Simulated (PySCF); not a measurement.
Species: C2H6AlFO2.
Bonds: C1–O2, O2–Al3, Al3–F4, Al3–O5, O5–C6. Hydrogens: H7, H8, H9 on C1; H10, H11, H12 on C6.

Computed by this run: PySCF, PBE0-D3(BJ)/def2-SVP geometry optimisation, gas phase; density fitting, grid level 1; the optimiser is geomeTRIC in internal coordinates, started from a GFN2-xTB structure with every atom displaced at random (about 0.01 Å).

Geometry at step 4:
```
atom  x, y, z in Å
C1     -2.4562   -0.5434    0.1057
O2     -1.1215   -0.1691    0.1236
Al3    -0.0142    1.0544    0.3596
F4     -0.5086    2.5982    0.6925
O5      1.6363    0.7875    0.2714
C6      2.5507   -0.2311    0.0287
H7     -2.5857   -1.5175    0.5996
H8     -3.1084    0.1865    0.6209
H9     -2.8225   -0.6428   -0.9300
H10     3.2285    0.0514   -0.7923
H11     2.0654   -1.1856   -0.2483
H12     3.1688   -0.4167    0.9240
```

Problem. Give the atomic forces at this geometry.

Solution. 
```
atom  Fx (eV/Å)  Fy (eV/Å)  Fz (eV/Å)
  C1      0.070      0.211      0.011
  O2     -0.102     -0.192     -0.035
 Al3      0.071      0.109      0.021
  F4     -0.028      0.044     -0.002
  O5      0.090     -0.043     -0.024
  C6     -0.180      0.028      0.056
  H7     -0.027     -0.117      0.055
  H8      0.012     -0.027     -0.012
  H9     -0.023     -0.023     -0.038
 H10      0.070      0.009     -0.047
 H11      0.017      0.008      0.010
 H12      0.031     -0.007      0.006
```

The largest, 0.22 eV/Å, acts on C1 (O2 within 3 % of it); the rms over all components is 0.074 eV/Å. The forces sum to zero within rounding, as they must for an isolated molecule in no field.

Problem. Give the force on C1 in Eh/bohr and in nN.

Solution. 0.223 eV/Å ÷ 51.422 = 0.00433 Eh/bohr, and 0.223 eV/Å × 1.602 = 0.36 nN.

Problem. How far is this geometry from the end of the optimisation?

Solution. 0.011 eV above it, and 0.161 Å rms away after alignment. The bonds farthest from their final lengths, with half the difference of the two atoms' forces along the bond (positive lengthens):

| bond | now (Å) | final (Å) | force along bond (eV/Å) |
| --- | --- | --- | --- |
| O2–Al3 | 1.667 | 1.679 | +0.17 |
| C1–H7 | 1.100 | 1.104 | +0.16 |
| C1–O2 | 1.386 | 1.390 | -0.14 |
| C6–H10 | 1.101 | 1.104 | +0.11 |
| Al3–O5 | 1.674 | 1.677 | +0.02 |

The angle farthest from its final value is C1–O2–Al3, 147.1° against 139.7°.

The cost below is that of the whole optimisation. The run took 2.0 min wall on an Arm Neoverse V1 with one thread, shared host with 32 logical CPUs at a one-minute load of 29, and the process peaked at 0.49 GiB of memory.
